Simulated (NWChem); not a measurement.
System: C3H2F3, doublet; SMILES F/C=C/[C](F)F

Here is an NWChem input.

```
start job
memory heap 200 mb stack 700 mb global 900 mb
geometry units angstroms
  F      2.664374    -0.209179     0.179566
  C      1.449588     0.313812     0.004488
  C      0.342217    -0.487034     0.123459
  C     -0.942488    -0.052967    -0.035839
  F     -2.007550    -0.832957     0.080607
  F     -1.296257     1.193987    -0.325476
  H      1.456728     1.365783    -0.224712
  H      0.475229    -1.532693     0.358055
end
basis spherical
  * library 6-31g*
end
dft
  odft
  mult 2
  xc b3lyp
  iterations 150
end
driver
  maxiter 120
end
task dft optimize
task dft freq
```

Output (shortened):

```
             Northwest Computational Chemistry Package (NWChem) 7.3.0
             --------------------------------------------------------

 CS  symmetry detected

                             Geometry "geometry" -> ""
                             -------------------------

 Output coordinates in angstroms (scale by  1.889725989 to convert to a.u.)

  No.       Tag          Charge          X              Y              Z
 ---- ---------------- ---------- -------------- -------------- --------------
    1 F                    9.0000    -0.17055082    -2.64576511     0.00000000
    2 C                    6.0000     0.34609657    -1.41574381     0.00000000
    3 C                    6.0000    -0.49011186    -0.32829984     0.00000000
    4 C                    6.0000    -0.06548911     0.96937210     0.00000000
    5 F                    9.0000    -0.87969408     2.01501611     0.00000000
    6 F                    9.0000     1.20495572     1.35654946     0.00000000
    7 H                    1.0000     1.42257131    -1.39503864     0.00000000
    8 H                    1.0000    -1.55794232    -0.48913619     0.00000000

 Effective nuclear repulsion energy (a.u.)     222.8526989657

      Symmetry information
      --------------------

 Group name             Cs
 Group number              2
 Group order               2
 No. of unique centers     8

                                Z-matrix (autoz)
                                --------

 Units are Angstrom for bonds and degrees for angles

      Type          Name      I     J     K     L     M      Value
      ----------- --------  ----- ----- ----- ----- ----- ----------
    1 Stretch                  1     2                       1.33412
    2 Stretch                  2     3                       1.37178
    3 Stretch                  2     7                       1.07667
    4 Stretch                  3     4                       1.36538
    5 Stretch                  3     8                       1.07988
    6 Stretch                  4     5                       1.32526
    7 Stretch                  4     6                       1.32813
    8 Bend                     1     2     3               119.65698
    9 Bend                     1     2     7               113.88583
   10 Bend                     2     3     4               124.32183
   11 Bend                     2     3     8               118.99360
   12 Bend                     3     2     7               126.45719
   13 Bend                     3     4     5               123.97433
   14 Bend                     3     4     6               125.06806
   15 Bend                     4     3     8               116.68456
   16 Bend                     5     4     6               110.95761
   17 Torsion                  1     2     3     4         180.00000
   18 Torsion                  1     2     3     8           0.00000
   19 Torsion                  2     3     4     5         180.00000
   20 Torsion                  2     3     4     6           0.00000
   21 Torsion                  4     3     2     7           0.00000
   22 Torsion                  5     4     3     8           0.00000
   23 Torsion                  6     4     3     8         180.00000
   24 Torsion                  7     2     3     8         180.00000

                           NWChem Geometry Optimization
                           ----------------------------

 maximum gradient threshold         (gmax) =   0.000450
 rms gradient threshold             (grms) =   0.000300
 maximum cartesian step threshold   (xmax) =   0.001800
 rms cartesian step threshold       (xrms) =   0.001200
 fixed trust radius                (trust) =   0.300000
 source of zmatrix                         =   autoz

          -------------------
          Energy Minimization
          -------------------

 Using diagonal initial Hessian
 Scaling for Hessian diagonals: bonds = 1.00  angles = 0.25  torsions = 0.10

          --------
          Step   0

                                 NWChem DFT Module
                                 -----------------

 Summary of "ao basis" -> "ao basis" (spherical)
 ------------------------------------------------------------------------------
       Tag                 Description            Shells   Functions and Types
 ---------------- ------------------------------  ------  ---------------------
 F                           6-31g*                  6       14   3s2p1d
 C                           6-31g*                  6       14   3s2p1d
 H                           6-31g*                  2        2   2s

      Symmetry analysis of basis
      --------------------------

        a'         64
        a"         24

            General Information
            -------------------
          SCF calculation type: DFT
          Wavefunction type:  spin polarized.
          No. of atoms     :     8
          No. of electrons :    47
           Alpha electrons :    24
            Beta electrons :    23
          Charge           :     0
          Spin multiplicity:     2
          Use of symmetry is: on ; symmetry adaption is: on
          Maximum number of iterations: 150
          AO basis - number of functions:    88
                     number of shells:    40
          Convergence on energy requested:  1.00D-06
          Convergence on density requested:  1.00D-05
          Convergence on gradient requested:  5.00D-04

              XC Information
              --------------
                         B3LYP Method XC Potential
                     Hartree-Fock (Exact) Exchange  0.200
                        Slater Exchange Functional  0.800 local
                    Becke 1988 Exchange Functional  0.720 non-local
              Lee-Yang-Parr Correlation Functional  0.810
                  VWN I RPA Correlation Functional  0.190 local

             Grid Information
             ----------------
          Grid used for XC integration:  medium
          Radial quadrature: Mura-Knowles
          Angular quadrature: Lebedev.
          Tag              B.-S. Rad. Rad. Pts. Rad. Cut. Ang. Pts.
          ---              ---------- --------- --------- ---------
          F                   0.50       49          10.0       434
          C                   0.70       49           8.0       434
          H                   0.35       45           8.0       434
          Grid pruning is: on
          Number of quadrature shells:   384
          Spatial weights used:  Erf1

      Superposition of Atomic Density Guess
      -------------------------------------

 Sum of atomic energies:        -412.09422359

      Non-variational initial energy
      ------------------------------

 Total energy =    -414.388498
 1-e energy   =   -1013.686481
 2-e energy   =     376.445284
 HOMO         =      -0.043320
 LUMO         =       0.160267

   Symmetry analysis of molecular orbitals - initial alpha
   -------------------------------------------------------

  Numbering of irreducible representations:

     1 a'          2 a"

  Orbital symmetries:

     1 a'          2 a'          3 a'          4 a'          5 a'
     6 a'          7 a'          8 a'          9 a'         10 a'
    11 a'         12 a'         13 a'         14 a'         15 a"
    16 a'         17 a"         18 a'         19 a"         20 a'
    21 a'         22 a'         23 a"         24 a"         25 a'
    26 a"         27 a'         28 a'         29 a'         30 a'
    31 a'         32 a'         33 a"         34 a'

   Symmetry analysis of molecular orbitals - initial beta
   ------------------------------------------------------

  Numbering of irreducible representations:

     1 a'          2 a"

  Orbital symmetries:

     1 a'          2 a'          3 a'          4 a'          5 a'
     6 a'          7 a'          8 a'          9 a'         10 a'
    11 a'         12 a'         13 a'         14 a'         15 a"
    16 a'         17 a"         18 a'         19 a"         20 a'
    21 a'         22 a'         23 a"         24 a"         25 a'
    26 a"         27 a'         28 a'         29 a'         30 a'
    31 a'         32 a'         33 a"         34 a'

[...]

      ----------------------
      Optimization converged
      ----------------------

  Step       Energy      Delta E   Gmax     Grms     Xrms     Xmax
  ---- ---------------- -------- -------- -------- -------- --------
@    4    -414.95055826 -3.2D-07  0.00002  0.00001  0.00065  0.00167
                                     ok       ok       ok       ok

                                Z-matrix (autoz)
                                --------

 Units are Angstrom for bonds and degrees for angles

      Type          Name      I     J     K     L     M      Value     Gradient
      ----------- --------  ----- ----- ----- ----- ----- ---------- ----------
    1 Stretch                  1     2                       1.34552   -0.00000
    2 Stretch                  2     3                       1.38493    0.00002
    3 Stretch                  2     7                       1.08253   -0.00002
    4 Stretch                  3     4                       1.36861    0.00002
    5 Stretch                  3     8                       1.08477   -0.00001
    6 Stretch                  4     5                       1.32543   -0.00001
    7 Stretch                  4     6                       1.32910   -0.00000
    8 Bend                     1     2     3               119.17442   -0.00000
    9 Bend                     1     2     7               114.23052    0.00001
   10 Bend                     2     3     4               124.15743   -0.00000
   11 Bend                     2     3     8               118.93172    0.00002
   12 Bend                     3     2     7               126.59506   -0.00000
   13 Bend                     3     4     5               124.18773    0.00001
   14 Bend                     3     4     6               123.80744   -0.00000
   15 Bend                     4     3     8               116.91085   -0.00002
   16 Bend                     5     4     6               112.00483   -0.00001
   17 Torsion                  1     2     3     4         180.00000    0.00000
   18 Torsion                  1     2     3     8           0.00000    0.00000
   19 Torsion                  2     3     4     5         180.00000    0.00000
   20 Torsion                  2     3     4     6           0.00000    0.00000
   21 Torsion                  4     3     2     7           0.00000    0.00000
   22 Torsion                  5     4     3     8           0.00000    0.00000
   23 Torsion                  6     4     3     8         180.00000    0.00000
   24 Torsion                  7     2     3     8         180.00000    0.00000

                         Geometry "geometry" -> "geometry"
                         ---------------------------------

 Output coordinates in angstroms (scale by  1.889725989 to convert to a.u.)

  No.       Tag          Charge          X              Y              Z
 ---- ---------------- ---------- -------------- -------------- --------------
    1 F                    9.0000    -0.17211604    -2.65516155     0.00000000
    2 C                    6.0000     0.35400918    -1.41676736     0.00000000
    3 C                    6.0000    -0.49496699    -0.32257444     0.00000000
    4 C                    6.0000    -0.07124951     0.97879264     0.00000000
    5 F                    9.0000    -0.88319816     2.02640622     0.00000000
    6 F                    9.0000     1.20781086     1.34006715     0.00000000
    7 H                    1.0000     1.43629513    -1.39385935     0.00000000
    8 H                    1.0000    -1.56674904    -0.48994923     0.00000000

 Effective nuclear repulsion energy (a.u.)     222.1141074974

      Symmetry information
      --------------------

 Group name             Cs
 Group number              2
 Group order               2
 No. of unique centers     8

                Final and change from initial internal coordinates
                --------------------------------------------------

                                Z-matrix (autoz)
                                --------

 Units are Angstrom for bonds and degrees for angles

[...]

 Rotational Constants
 --------------------
 A=   0.323243 cm-1  (  0.465064 K)
 B=   0.059143 cm-1  (  0.085091 K)
 C=   0.049995 cm-1  (  0.071930 K)

 Temperature                      =   298.15K
 frequency scaling parameter      =   1.0000

 Zero-Point correction to Energy  =   27.615 kcal/mol  (  0.044008 au)
 Thermal correction to Energy     =   31.414 kcal/mol  (  0.050061 au)
 Thermal correction to Enthalpy   =   32.006 kcal/mol  (  0.051005 au)

 Total Entropy                    =   77.813 cal/mol-K
   - Translational                =   39.548 cal/mol-K (mol. weight =  95.0109)
   - Rotational                   =   26.914 cal/mol-K (symmetry #  =        1)
   - Vibrational                  =   11.352 cal/mol-K

 Cv (constant volume heat capacity) =   19.897 cal/mol-K
   - Translational                  =    2.979 cal/mol-K
   - Rotational                     =    2.979 cal/mol-K
   - Vibrational                    =   13.938 cal/mol-K

[normal modes left out]

 ----------------------------------------------------------------------------
 Normal Eigenvalue ||           Projected Infra Red Intensities
  Mode   [cm**-1]  || [atomic units] [(debye/angs)**2] [(KM/mol)] [arbitrary]
 ------ ---------- || -------------- ----------------- ---------- -----------
    1       -0.000 ||    0.000001           0.000         0.001       0.000
    2       -0.000 ||    0.000003           0.000         0.003       0.001
    3        0.000 ||    0.000000           0.000         0.000       0.000
    4        0.000 ||    0.000000           0.000         0.000       0.000
    5        0.000 ||    0.000001           0.000         0.001       0.000
    6        0.000 ||    0.000001           0.000         0.001       0.000
    7      161.987 ||    0.003734           0.086         3.640       1.164
    8      173.056 ||    0.001973           0.046         1.924       0.615
    9      198.770 ||    0.000070           0.002         0.069       0.022
   10      346.495 ||    0.001179           0.027         1.149       0.368
   11      389.000 ||    0.002210           0.051         2.154       0.689
   12      477.137 ||    0.001487           0.034         1.449       0.464
   13      582.893 ||    0.014428           0.333        14.065       4.500
   14      597.982 ||    0.001781           0.041         1.736       0.555
   15      866.781 ||    0.039698           0.916        38.700      12.380
   16      924.423 ||    0.095536           2.204        93.133      29.794
   17     1145.596 ||    0.149716           3.454       145.951      46.691
   18     1207.926 ||    0.049545           1.143        48.299      15.451
   19     1276.472 ||    0.024780           0.572        24.157       7.728
   20     1374.170 ||    0.159714           3.685       155.697      49.809
   21     1510.666 ||    0.020340           0.469        19.828       6.343
   22     1605.918 ||    0.193472           4.464       188.606      60.337
   23     3232.432 ||    0.001040           0.024         1.014       0.324
   24     3254.713 ||    0.008858           0.204         8.635       2.762
 ----------------------------------------------------------------------------
```

Level: B3LYP/6-31G* (spherical d), spin-unrestricted. In the optimisation the excess spin sits in a" (Cs, its own frame).
